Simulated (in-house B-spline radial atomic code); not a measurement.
Results of a calculation; reference values are marked as such.
## Weak and strong correlation along the adiabatic connection

Two-electron singlets in several external potentials (atomic units), by full CI in B-splines with partial waves to l = 8 (correlation energies up to 0.6 % small). The repulsion is scaled by λ at fixed density; W(λ) is the mean repulsion less the Hartree energy, W(0) = E_x, and the area under W from 0 to 1 is E_xc.

One system gave this curve:

| λ | W (hartree) |
| --- | --- |
| 0 | -9.7777 |
| 0.02 | -9.7795 |
| 0.05 | -9.7823 |
| 0.12 | -9.7888 |
| 0.25 | -9.8008 |
| 0.4 | -9.8145 |
| 0.6 | -9.8327 |
| 0.8 | -9.8507 |
| 1 | -9.8686 |
| 1.4 | -9.9038 |
| 2 | -9.9554 |
| 3 | -10.038 |
| 4.5 | -10.156 |
| 7 | -10.337 |
| 10 | -10.531 |

(1) Which system is it?
A. ω²r²/2 − Z/r, ω = 0.38, Z = 2
B. −Z/r, Z = 16
C. −Z/r, Z = 0.989, wall at 2.47 bohr
D. −V exp(−r²/w²), V = 27.8, w = 0.858

Results:

(1) B. The exchange energy sets the size: −Z/r, Z = 16: E_x = -9.78, E_c = -0.0458; −V exp(−r²/w²), V = 27.8, w = 0.858: E_x = -2.04, E_c = -0.0451; ω²r²/2 − Z/r, ω = 0.38, Z = 2: E_x = -1.09, E_c = -0.0414; −Z/r, Z = 0.989, wall at 2.47 bohr: E_x = -0.824, E_c = -0.0406 hartree.
